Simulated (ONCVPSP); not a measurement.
**Pt: one change to an ONCV potential, before and after**

* Element: Pt
* Generator: ONCVPSP 4.0.1
* Type: optimised norm-conserving Vanderbilt (ONCV)
* Functional: PBEsol
* Relativity: non-relativistic
* Frozen core: [Kr] 4d10 4f14
* Valence charge: 18
* Reference configuration: 5s2 5p6 5d9 6s1
* Partial waves: 5s+6s: rc 1.85 bohr, ncon 4, nbas 7, qcut 5.6 1/bohr, 2 projectors; 5p: rc 1.85 bohr, ncon 3, nbas 6, qcut 6.7 1/bohr, local; 5d: rc 2.30 bohr, ncon 4, nbas 9, qcut 8 1/bohr, 1 projector
* Local potential: the p channel
* Core correction: none

Change: s: qcut 7.1.

Cutoffs: the cutoffs (Ha) at which the residual kinetic energy of the hardest occupied pseudo-wave falls to 1 and 0.1 mHa per electron; they do not see the model core or the augmentation charge, which bear on the density cutoff. Errors are all-electron minus pseudo energies relative to the spin-unpolarised reference configuration.

Predict the effect on cutoff, ghosts and configuration errors.

The potential gets neither clearly harder nor softer (18 Ha and 22 Ha → 18 Ha and 22 Ha); the d channel sets the loose cutoff, while the largest relative change is in s, which becomes harder; of the 4 tests that both files solve, the error grows in 0 and shrinks in 1 by more than 15 % and 0.3 meV (median size 17.2 → 17.0 meV); neither file shows a bound ghost.

```csv
quantity,base,changed
"cutoff, loose",18 Ha,18 Ha
"cutoff, tight",22 Ha,22 Ha
loose cutoff by channel,"s 12 Ha, p 14 Ha, d 18 Ha","s 17 Ha, p 14 Ha, d 18 Ha"
bound ghosts,none,none
GHOST(+) flags under 300 eV,none,none
"error for 5s2 5p6 5d9 6s0, meV [ΔE 7.19 eV]",-0.6,-0.2
"error for 5s2 5p6 5d8 6s0, meV [ΔE 27.79 eV]",+34,+34
"error for 5s2 5p6 5d7 6s0, meV [ΔE 60.91 eV]",+155,+155
"error for 5s2 5p6 5d9 6s0.5, meV [ΔE 2.81 eV]",-0.1,0.0
s: phases at 1.88 bohr within 0.05 rad from the reference energy up to (Ha; the scan ends near 5),4.0,4.6
p: phases at 1.88 bohr within 0.05 rad from the reference energy up to (Ha; the scan ends near 5),-0.4,-0.4
d: phases at 2.34 bohr within 0.05 rad from the reference energy up to (Ha; the scan ends near 5),0.5,0.5
```
